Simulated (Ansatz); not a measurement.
Question: Predict a relaxed structure of bis(oxalato)borate (BC4O8⁻), charge -1, singlet, at r2SCAN-D4/def2-SVP (Ansatz).

Answer: 
Cartesian coordinates in Å:
```
O -0.839 -1.814 2.834
C -0.717 -1.049 1.913
O 0.179 -1.125 0.933
B 0.000 0.000 0.000
O -1.126 0.782 0.539
C -1.580 0.214 1.652
O -2.492 0.602 2.335
O -0.275 -0.470 -1.368
C 0.652 -0.008 -2.201
O 0.716 -0.209 -3.386
C 1.644 0.843 -1.364
O 2.614 1.419 -1.784
O 1.223 0.815 -0.103
```
Point group D2d (tolerance 0.1 Å). This is one stationary point.
